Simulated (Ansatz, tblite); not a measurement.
Two members of one family ((GaAs)n off), computed with Ansatz in the gas phase. The two geometries come from different levels. HOMO and LUMO are taken over both spins. Singlets are spin-restricted. Levels of anions in sets without diffuse functions are rough. The structures are stationary points that may keep the symmetry of their start.

First: Ga4As4⁻ (doublet, charge -1, r2SCAN-D4/def2-SVP geometry).

```xyz
8

Ga   -2.684    0.366   -0.466
Ga    1.430    2.422    0.135
Ga   -0.657   -1.953    1.270
Ga    0.109   -0.206   -1.067
As    2.439    0.321   -1.039
As   -1.596   -1.846   -1.160
As   -0.596    1.117    1.069
As    1.555   -0.222    1.259
```

```json
{"level": "PBE-D4/def2-SVP", "HOMO (eV)": "-0.59", "LUMO (eV)": "-0.25", "gap (eV)": "0.33"}
{"level": "PBE-D4/def2-SVPD", "HOMO (eV)": "-0.72", "LUMO (eV)": "-0.39", "gap (eV)": "0.33"}
{"level": "r2SCAN-D4/def2-SVP", "HOMO (eV)": "-0.89", "LUMO (eV)": "-0.32", "gap (eV)": "0.57"}
{"level": "B3LYP-D4/6-31G", "HOMO (eV)": "-1.35", "LUMO (eV)": "-0.10", "gap (eV)": "1.25"}
{"level": "PBE0-D4/def2-SVP", "HOMO (eV)": "-1.43", "LUMO (eV)": "0.17", "gap (eV)": "1.60"}
```

The relaxed quartet lies at 0.62 eV (r2SCAN-D4/def2-SVP) to 0.84 eV (BHLYP-D4/def2-SVP) from the doublet.

Second: Ga4As5⁻ (singlet, charge -1, PBE-D4/def2-SVP geometry).

```
atom    x (Å)    y (Å)    z (Å)
 Ga1  -2.3303  -1.4086  -1.2216
 Ga2   1.6354   1.8627   1.3690
 Ga3  -0.8976   0.3294   0.6122
 Ga4   1.9193   0.0939  -0.8221
 As5  -0.4440   2.0084   2.3137
 As6   0.4563  -1.7762  -0.3115
 As7  -0.7200  -2.8234  -2.1452
 As8  -3.2318   0.3097   0.0455
 As9   3.6128   1.4041   0.1599
```

Estimate the same table for the second.


```tsv
level	HOMO (eV)	LUMO (eV)	gap (eV)
PBE-D4/def2-SVP	-1.10	-0.09	1.00
PBE-D4/def2-SVPD	-1.29	-0.27	1.01
r2SCAN-D4/def2-SVP	-1.34	-0.18	1.16
B3LYP-D4/6-31G	-1.82	0.13	1.95
PBE0-D4/def2-SVP	-1.89	0.33	2.22
```

The relaxed triplet lies at 0.33 eV (r2SCAN-D4/def2-SVP) to 0.39 eV (PBE-D4/def2-SVP) from the singlet. The relaxed quintet lies at 1.58 eV (r2SCAN-D4/def2-SVP) to 1.62 eV (PBE-D4/def2-SVP) from the singlet.
